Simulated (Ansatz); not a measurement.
The cluster MnF2. Total charge 0; doublet. Geometry PBE0-D4/def2-TZVP; atoms count from 1.

```xyz
3

Mn    0.000    0.000    0.000
F     1.121   -1.073    0.820
F    -1.121    1.073   -0.820
```

The charge 0 doublet is spin-contaminated (final ⟨S²⟩ up to 2.61, 0.75 for a pure state). At PBE0-D4/def2-TZVP a sextet of charge 0 lies 2.65 eV below the doublet, each at its own geometry. The structure comes from a short search, and lower isomers may exist.

Q: Estimate the Mulliken populations from the PBE0/def2-TZVP orbitals of Ansatz.

A: 
| atom | charge (e) | spin (α − β) | d electrons |
| --- | --- | --- | --- |
| Mn1 | 1.05 | 1.05 | 5.36 |
| F2 | -0.52 | -0.03 | – |
| F3 | -0.52 | -0.03 | – |
Mulliken values depend strongly on the basis.

Q: Where does the spin sit?

A: Summed by element: Mn 1.05, F -0.05, of 1 unpaired in all. Largest on single atoms: Mn1 1.05, F2 -0.03, F3 -0.03.

Q: And the Mayer bond orders between heavy atoms (over 0.3)?

A: Mn1–F2 0.84 (1.76 Å); Mn1–F3 0.84 (1.76 Å).
